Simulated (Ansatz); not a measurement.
The same path of C2H5ClOSi (10 atoms, charge 0, multiplicity 1) was run twice with different band settings. Lost on the way: O1–C2, C2–H7. Made: O1–H7.

Theory: Ansatz 0.2.0, RKS CAM-B3LYP-D4/def2-SVP.

Relaxed end points:

```xyz
10
Properties=species:S:1:pos:R:3
O -0.700 2.346 -0.034
C -0.190 1.139 0.264
C -0.206 0.108 -0.590
Si 0.508 -1.521 -0.134
Cl -0.969 -2.970 0.083
H -0.591 2.949 0.710
H 0.252 1.046 1.266
H -0.671 0.277 -1.567
H 1.209 -1.389 1.171
H 1.441 -2.036 -1.167
```

```xyz
10
Properties=species:S:1:pos:R:3
O -0.819 2.658 0.204
C 0.230 0.606 0.658
C -0.088 -0.088 -0.389
Si 0.646 -1.799 -0.220
Cl -0.878 -3.185 -0.030
H 0.033 3.029 0.474
H -1.269 2.516 1.048
H -0.686 0.212 -1.252
H 1.520 -1.877 0.969
H 1.394 -2.122 -1.458
```

Common settings: spring 5.0 eV/Å²; optimiser quadratic models (default); start path through a guess of the saddle point; force threshold 0.03 eV/Å; iteration limit 60; end points relaxed.

| run | movable images | climbing image |
| --- | --- | --- |
| 1 | 5 | yes |
| 2 | 1 | no |

(1) What does each run give, and how far can it be trusted?

Answers

(1) Run 1: not converged after 60 iterations, highest image 3.198 eV above the first end. The band didn't meet its force threshold, so its energies are provisional: the largest band force was still 0.53 eV/Å, and over the last iterations the top stayed at 3.20 eV. Neighbouring images lie up to 4.4 Å apart, so the band is torn or far too coarse. Inner images lie below an end point, which means an intermediate or an end that isn't the lowest structure nearby.
Run 2: converged after 14 iterations, highest image 3.198 eV above the first end. The highest image is an end point: on this band no image between the ends rises above it. So few images can step over the top or miss a turn of the path.
The orbitals stay closed-shell, which can raise the energy where a bond breaks towards radicals; this wasn't checked here.
